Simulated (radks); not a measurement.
Values are calculated unless marked as measured or tabulated.
Mg2+, configuration [Ne] (the NIST ground configuration). Code: a radial shooting solver on a logarithmic mesh with Libxc functionals. Model: non-relativistic Kohn-Sham, r2SCAN, spin-polarised, spherical densities, point nucleus; meta-GGA in the generalised Kohn-Sham scheme.

Normalised radial functions P(r) = r R(r), r in bohr:

r	1s	2s	2p
0.006275	0.4673	0.1186	0.0020
0.007665	0.5614	0.1425	0.0030
0.009437	0.6766	0.1716	0.0045
0.01153	0.8060	0.2043	0.0066
0.01419	0.9612	0.2434	0.0099
0.01733	1.1307	0.2859	0.0145
0.02134	1.3271	0.3347	0.0214
0.02607	1.5320	0.3849	0.0311
0.03209	1.7555	0.4384	0.0454
0.0392	1.9704	0.4875	0.0650
0.04826	2.1787	0.5307	0.0936
0.05895	2.3453	0.5577	0.1314
0.072	2.4563	0.5611	0.1821
0.08864	2.4879	0.5286	0.2516
0.1083	2.4170	0.4512	0.3371
0.1333	2.2263	0.3128	0.4466
0.1628	1.9359	0.1195	0.5706
0.2005	1.5499	-0.1407	0.7148
0.2448	1.1444	-0.4310	0.8586
0.3015	0.7466	-0.7402	0.9970
0.3682	0.4367	-1.0005	1.1005
0.4533	0.2132	-1.1837	1.1548
0.5537	0.0886	-1.2402	1.1394
0.6817	0.0281	-1.1638	1.0486
0.8327	0.0071	-0.9812	0.8983
1.017	0.0013	-0.7371	0.7078
1.252	0.0001	-0.4771	0.4977
1.529	0.0000	-0.2691	0.3147
1.883	0.0000	-0.1221	0.1681
2.3	0.0000	-0.0456	0.0772

1s: eigenvalue -1286.7 eV, 0 radial nodes, <r> = 0.131 bohr, 90 % of the charge inside 0.234 bohr. 2s: eigenvalue -102.61 eV, 1 radial node at r = 0.180 bohr, <r> = 0.695 bohr, 90 % of the charge inside 1.10 bohr. 2p: eigenvalue -68.013 eV, 0 radial nodes, <r> = 0.682 bohr, 90 % of the charge inside 1.16 bohr.
